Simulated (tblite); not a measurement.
Compound: C6H10FO3S (charge -1).
Structure used (GFN2-xTB), in Å, numbered top down from 1:
```xyz
21
C6H10FO3S angstrom
C     -0.2017    1.6235    0.8334
C     -0.2894    0.3394    0.0258
C      0.9217    0.2053   -0.8665
F      1.1661    1.3701   -1.5620
S      2.4494   -0.2864    0.0874
O      2.3935    0.3742    1.3855
O      3.5602    0.1356   -0.7485
O      2.2942   -1.7396    0.1656
C     -0.5141   -0.9480    0.8441
C     -1.7536   -1.2735   -0.0042
C     -1.6401    0.0920   -0.6958
H     -0.2126    2.4896    0.1735
H      0.7368    1.6051    1.3843
H     -1.0372    1.6984    1.5290
H      0.8213   -0.5918   -1.6062
H     -0.7366   -0.7478    1.8899
H      0.3155   -1.6475    0.7818
H     -1.6031   -2.1139   -0.6796
H     -2.6773   -1.4341    0.5535
H     -2.4150    0.7985   -0.3982
H     -1.5872    0.0678   -1.7838
```

Computed values, GFN2-xTB/tblite, gas phase, harmonic and unscaled. Errors from tens to a few hundred cm⁻¹ against measured bands are possible. One conformer, not necessarily the lowest.

Harmonic wavenumbers (cm⁻¹): 34.0, 63.6, 91.8, 169.9, 194.2, 244.9, 258.2, 261.6, 282.5, 297.8, 354.3, 410.6, 464.0, 484.9, 497.0, 554.0, 704.9, 712.1, 785.1, 827.0, 875.8, 957.1, 957.8, 984.1, 1007.1, 1037.7, 1043.7, 1046.5, 1062.5, 1100.0, 1150.9, 1172.4, 1177.3, 1183.3, 1193.3, 1206.1, 1243.5, 1256.9, 1264.7, 1295.2, 1315.7, 1389.8, 1467.9, 1474.7, 1487.6, 1493.7, 1498.2, 2953.7, 2961.3, 2981.1, 2991.9, 2999.8, 3004.0, 3014.0, 3019.5, 3033.5, 3035.5.

A = 1637, B = 797.0, C = 710.9 MHz; mass 181.033 u (most abundant isotopes); point group C1, symmetry number 1.

Task: Zero-point energy?

Result: Half the sum of the wavenumbers: 35015 cm⁻¹ = 100.11 kcal/mol.

Task: What is S at 298.15 K and 1 bar for an ideal gas of classical rigid rotors and harmonic oscillators?

Result: Translation 41.51, rotation 30.23, vibration 33.37: S = 105.1 cal/(mol K).

Task: And Cp and H(298.15 K) − H(0)?

Result: Cp = 43.52 cal/(mol K), of which vibrations give 35.57 (their classical limit is 57 R = 113.3); H(298.15 K) − H(0) = 7.65 kcal/mol without the zero-point energy, 5.28 from vibrations.

Task: Which modes carry the vibrational entropy at 298.15 K?

Result: 34.0 cm⁻¹: 5.58; 63.6 cm⁻¹: 4.34; 91.8 cm⁻¹: 3.62; 169.9 cm⁻¹: 2.44; 194.2 cm⁻¹: 2.19; 244.9 cm⁻¹: 1.77 cal/(mol K); the other 51 give 13.44 together.

Task: What must be added to the electronic energy to get the Gibbs energy at 298.15 K and 1 bar?

Result: ZPE + [H(298.15 K) − H(0)] − T·S = 100.11 + 7.65 − 31.34 = 76.42 kcal/mol.

Hindered rotation and anharmonicity are outside this model. Other conformers, if any are populated, would add a mixing term that is left out. The structure is chiral; the term R ln 2 for an equal mix with its mirror image is left out.
